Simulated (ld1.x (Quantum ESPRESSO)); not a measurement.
Transferability test, TM potential for phosphorus (P)

ld1.x (Quantum ESPRESSO) 7.5 input, shortened:

```
&input
   title='P', zed=15., rel=0, dft='PBE', iswitch=3,
   config='[Ne] 3s2 3p3'
 /
 &inputp
   pseudotype=2, tm=.true., lloc=0,
   nlcc=.false.
 /
2
3P  2  1   3.00   0.00  1.78  1.78  0.0
3S  1  0   2.00   0.00  1.40  1.40  0.0
 &test
   configts(1)='3s2 3p3'
 /
```

Energies are relative to the spin-unpolarised reference configuration 3s2 3p3; without spin polarisation the order of configurations can differ from experiment.

Give the all-electron excitation energy and the error of the potential for: 3s2 3p2; 3s2 3p1; 3s2 3p0; 3s1 3p3; 3s1 3p4; 3s0 3p5; 3s2 3p3.3.

```
valence configuration  charge  ΔE all-electron (eV)  error AE − PS (meV)
              3s2 3p2      +1                 9.742                 +2.0
              3s2 3p1      +2                28.901                  +14
              3s2 3p0      +3                58.651                  +55
              3s1 3p3      +1                18.767                 +6.5
              3s1 3p4       0                 8.447                 +1.3
              3s0 3p5       0                17.023                 +2.4
            3s2 3p3.3    -0.3                -1.310                 +0.1
```
